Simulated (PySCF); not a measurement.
C²⁺: excitation energy

C²⁺ [He] 2s2 (1S) → C²⁺ [He] 2p2 (3P), as a difference of total energies. All numbers are calculated (PySCF 2.14, the spin-free X2C one-electron Hamiltonian (Gaussian nucleus), in aug-cc-pCVTZ-DK with one added diffuse shell each of s, p, d, f type (8s7p5d3f, 75 functions)). Correlated levels: valence: 1s2 frozen. The calculations carry no spin-orbit coupling.

```csv
method,excitation energy (eV)
UHF,15.462
MP2 (valence),16.471
SCS-MP2 (valence),16.841
CCSD (valence),17.222
```

Task: How much does correlation contribute at MP2 (valence)?

Result: 16.471 − (15.462) = 1.009 eV, measured against UHF.

A first-order spin-orbit estimate (lowest level to lowest level, LS coupling) adds -0.006 eV.

With two correlated electrons CCSD is exact in that space.
